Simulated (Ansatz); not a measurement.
A nudged elastic band was laid between two geometries of CH$_{9}$GeNOSi (14 atoms, charge 0, multiplicity 1).

These are results of RKS BLYP-D4/def2-SVP (Ansatz), not measurements.

| Property | Result |
| --- | --- |
| movable images | 2 |
| climbing image | no |
| spring | 5.0 eV/Å² |
| optimiser | quadratic models (default) |
| start path | through a guess of the saddle point |
| force threshold | 0.05 eV/Å |
| iteration limit | 60 |
| end points | relaxed |

Image 0:

```xyz
14
Properties=species:S:1:pos:R:3
C -1.634 1.678 0.498
N -0.647 0.600 0.584
Si 0.187 -0.127 -0.760
O -0.691 -1.187 -1.751
Ge 2.062 -1.281 0.218
H -1.522 2.400 1.336
H -1.483 2.244 -0.444
H -2.690 1.321 0.499
H -0.662 0.100 1.477
H 0.557 0.968 -1.708
H -0.965 -2.021 -1.327
H 1.558 -2.250 1.336
H 3.088 -0.317 0.884
H 2.832 -2.157 -0.813
```

Image 3:

```xyz
14
Properties=species:S:1:pos:R:3
C -1.582 1.656 0.510
N -0.739 0.464 0.588
Si 0.170 -0.280 -0.697
O -0.554 -1.597 -1.481
Ge 2.139 -1.245 0.267
H -1.386 2.360 1.349
H -1.366 2.204 -0.429
H -2.675 1.429 0.514
H -0.852 -0.062 1.459
H 0.428 0.839 -1.671
H -1.387 -1.400 -1.951
H 1.755 -2.068 1.534
H 3.126 -0.133 0.732
H 2.911 -2.194 -0.694
```

(1) What changes between the two ends?

(2) Give the energies along the band, and the barrier.

(3) What is the geometry of the highest image?

Results:

(1) No bond is made or broken. The dihedral N2–Si3–O4–H11 goes from -67 to 63°.

(2) It converged. The highest image is number 2 of 0 to 3, 0.041 eV above the first end and 0.026 eV above the last; the last end lies 0.014 eV above the first. No image climbed, so the highest image needn't sit at the top of the path. So few images can step over the top or miss a turn of the path.

```csv
image,path coordinate (Å),energy (eV),dihedral N2–Si3–O4–H11 (°)
0,0.00,0.000,-67
1,0.57,0.035,-32
2,1.14,0.041,31
3,1.70,0.014,63
```

(3) 
```xyz
14
Properties=species:S:1:pos:R:3
C -1.614 1.648 0.478
N -0.692 0.516 0.580
Si 0.218 -0.213 -0.713
O -0.533 -1.506 -1.513
Ge 2.159 -1.261 0.228
H -1.516 2.338 1.345
H -1.380 2.237 -0.432
H -2.686 1.349 0.410
H -0.769 0.004 1.463
H 0.508 0.907 -1.673
H -1.506 -1.474 -1.568
H 1.711 -2.196 1.394
H 3.165 -0.239 0.833
H 2.922 -2.140 -0.803
```

Time of the run: 65 s on 2 threads of Arm Neoverse V1 (shared host), peak memory 0.19 GiB.
